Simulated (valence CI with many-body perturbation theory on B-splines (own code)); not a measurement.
Ag31+: calculated level list

Calculated by configuration interaction combined with many-body perturbation theory (CI+MBPT): six valence electrons over a frozen Dirac-Fock core [Ne], a basis of 9 s, 9 p, 8 d, 6 f, 3 g, 1 h functions for each j, with the one-electron correlation potential Σ1, the two-electron term Σ2, the three-electron term Σ3, Breit, model QED; selected CI, second order for the rest, scaled by the run's own slope (own B-spline code, finite nucleus).

The last digits are not significant, and no measured levels were compared; by estimate large intervals hold to a few tenths of a per cent, small ones and those within an open d or f shell to about a per cent. Among the levels kept, up to 1500 cm⁻¹ of a level comes from second order outside the variational space, and about a tenth of that is noise between levels of different J, which matters for small intervals.

Levels 1 to 39 of 39, with energies above the lowest level, (3s^2 3p1/2^2 3p3/2^2) J=2. "Leading %" is the weight of the configuration and term that name the level; weights of strongly mixed levels are sums over their largest components and can fall short. In the jj column 3d3/2^4 stands for four electrons in 3d with j = 3/2. Lifetimes count E1, E2, E3, M1 and M2 decay at the calculated energies, and are blank where another channel may lead or the interval is too uncertain; long ones can be off by a factor of two.

```tsv
No.	Configuration	Term	J	E (eV)	Leading %	Lifetime	Second component	Leading jj
1	3s²3p⁴	³P	2	0.00	74		24 % 3s²3p⁴ ¹D	3s^2 3p1/2^2 3p3/2^2 (97 %)
2	3s²3p⁴	¹S	0	10.17	53	252 ms	45 % 3s²3p⁴ ³P	3s^2 3p1/2^2 3p3/2^2 (96 %)
3	3s²3p⁴	³P	1	38.29	98	1.69 μs		3s^2 3p1/2 3p3/2^3 (98 %)
4	3s²3p⁴	¹D	2	44.25	73	2.88 μs	24 % 3s²3p⁴ ³P	3s^2 3p1/2 3p3/2^3 (97 %)
5	3s²3p⁴	³P	0	87.03	53	563 ns	44 % 3s²3p⁴ ¹S	3s^2 3p3/2^4 (95 %)
6	3s3p⁵	³P°	2	122.92	60	111 ps	23 % 3s²3p³3d ³P°	3s 3p1/2^2 3p3/2^3 (60 %)
7	3s²3p³3d	⁵D°	1	127.09	25	229 ps	20 % 3s²3p³3d ³P°	3s^2 3p1/2^2 3p3/2 3d3/2 (67 %)
8	3s²3p³3d	³F°	2	129.48	28	215 ps	14 % 3s²3p³3d ¹D°	3s^2 3p1/2^2 3p3/2 3d3/2 (73 %)
9	3s²3p³3d	⁵D°	0	131.45	48	15.8 ns	40 % 3s²3p³3d ³P°	3s^2 3p1/2^2 3p3/2 3d3/2 (88 %)
10	3s²3p³3d	⁵D°	3	131.45	32	1.96 ns	23 % 3s²3p³3d ³F°	3s^2 3p1/2^2 3p3/2 3d3/2 (76 %)
11	3s²3p³3d	⁵D°	4	139.09	45	216 μs	37 % 3s²3p³3d ³F°	3s^2 3p1/2^2 3p3/2 3d5/2 (91 %)
12	3s²3p³3d	⁵D°	1	143.28	32	18.3 ps	29 % 3s3p⁵ ³P°	3s 3p1/2^2 3p3/2^3 (39 %)
13	3s²3p³3d	⁵D°	2	146.36	36	23.8 ps	17 % 3s²3p³3d ³D°	3s^2 3p1/2^2 3p3/2 3d5/2 (58 %)
14	3s²3p³3d	³G°	3	151.88	28	23.1 ps	18 % 3s²3p³3d ⁵D°	3s^2 3p1/2^2 3p3/2 3d5/2 (59 %)
15	3s²3p³3d	³D°	1	158.41	66	29.1 ps	14 % 3s²3p³3d ³P°	3s^2 3p1/2^2 3p3/2 3d5/2 (62 %)
16	3s3p⁵	³P°	0	160.18	41	143 ps	35 % 3s²3p³3d ³P°	3s^2 3p1/2 3p3/2^2 3d3/2 (48 %)
17	3s²3p³3d	³D°	1	162.70	32	80.5 ps	18 % 3s²3p³3d ⁵D°	3s^2 3p1/2 3p3/2^2 3d3/2 (69 %)
18	3s²3p³3d	³F°	2	163.14	46	262 ps	32 % 3s²3p³3d ³D°	3s^2 3p1/2 3p3/2^2 3d3/2 (92 %)
19	3s²3p³3d	³F°	3	166.53	54	301 ps	16 % 3s²3p³3d ⁵D°	3s^2 3p1/2 3p3/2^2 3d3/2 (81 %)
20	3s²3p³3d	¹S°	0	166.56	44	91.7 ps	24 % 3s3p⁵ ³P°	3s^2 3p1/2 3p3/2^2 3d5/2 (37 %)
21	3s²3p³3d	³D°	3	171.37	63	319 ps	20 % 3s²3p³3d ⁵D°	3s^2 3p1/2 3p3/2^2 3d5/2 (91 %)
22	3s²3p³3d	³D°	1	171.94	37	38.9 ps	18 % 3s3p⁵ ¹P°	3s^2 3p1/2 3p3/2^2 3d5/2 (52 %)
23	3s²3p³3d	³G°	4	172.04	66	5.68 μs	17 % 3s²3p³3d ⁵D°	3s^2 3p1/2 3p3/2^2 3d3/2 (63 %)
24	3s²3p³3d	¹G°	4	174.23	41	3.18 μs	33 % 3s²3p³3d ³F°	3s^2 3p1/2 3p3/2^2 3d5/2 (66 %)
25	3s²3p³3d	³F°	2	178.85	47	37.0 ps	31 % 3s²3p³3d ¹D°	3s^2 3p1/2 3p3/2^2 3d3/2 (83 %)
26	3s²3p³3d	³F°	4	179.31	58	14.1 μs	33 % 3s²3p³3d ¹G°	3s^2 3p1/2 3p3/2^2 3d5/2 (88 %)
27	3s²3p³3d	³G°	5	181.52	98	10.7 μs		3s^2 3p1/2 3p3/2^2 3d5/2 (98 %)
28	3s²3p³3d	³S°	1	187.54	36	4.65 ps	15 % 3s²3p³3d ⁵D°	3s^2 3p1/2 3p3/2^2 3d5/2 (38 %)
29	3s²3p³3d	³P°	2	190.34	38	3.66 ps	14 % 3s²3p³3d ¹D°	3s^2 3p1/2 3p3/2^2 3d3/2 (38 %)
30	3s²3p³3d	³P°	0	190.93	43	16.9 ps	30 % 3s²3p³3d ¹S°	3s^2 3p1/2 3p3/2^2 3d5/2 (53 %)
31	3s²3p³3d	³D°	3	191.19	66	2.81 ps	15 % 3s²3p³3d ³G°	3s^2 3p1/2 3p3/2^2 3d3/2 (61 %)
32	3s²3p³3d	³D°	2	191.28	47	11.5 ps	30 % 3s²3p³3d ³P°	3s^2 3p1/2 3p3/2^2 3d5/2 (76 %)
33	3s²3p³3d	³F°	3	195.05	40	168 ps	29 % 3s²3p³3d ³D°	3s^2 3p1/2 3p3/2^2 3d5/2 (93 %)
34	3s²3p³3d	³P°	1	196.58	49	2.40 ps	13 % 3s²3p³3d ¹P°	3s^2 3p1/2 3p3/2^2 3d3/2 (55 %)
35	3s²3p³3d	³D°	2	196.92	37	6.56 ps	18 % 3s²3p³3d ³P°	3s^2 3p1/2 3p3/2^2 3d5/2 (63 %)
36	3s²3p³3d	¹F°	3	200.24	48	8.07 ps	16 % 3s²3p³3d ³F°	3s^2 3p1/2 3p3/2^2 3d5/2 (51 %)
37	3s²3p³3d	³S°	1	202.89	22	2.73 ps	19 % 3s²3p³3d ¹P°	3s^2 3p1/2 3p3/2^2 3d3/2 (58 %)
38	3s²3p³3d	¹D°	2	208.01	40	3.17 ps	27 % 3s²3p³3d ³D°	3s^2 3p1/2 3p3/2^2 3d5/2 (76 %)
39	3s²3p³3d	¹P°	1	208.10	34	2.93 ps	20 % 3s²3p³3d ³S°	3s^2 3p1/2 3p3/2^2 3d5/2 (50 %)
```

Where two levels of one J and parity lie close, their mixing, g and order are uncertain.

The ionisation energy to 3s²3p³ ²P°3/2 of the next ion comes out as 1891.7 eV (NIST: 1888 ± 2.4 eV (semi-empirical)). All 39 levels together are meant to be complete up to 208.23 eV.
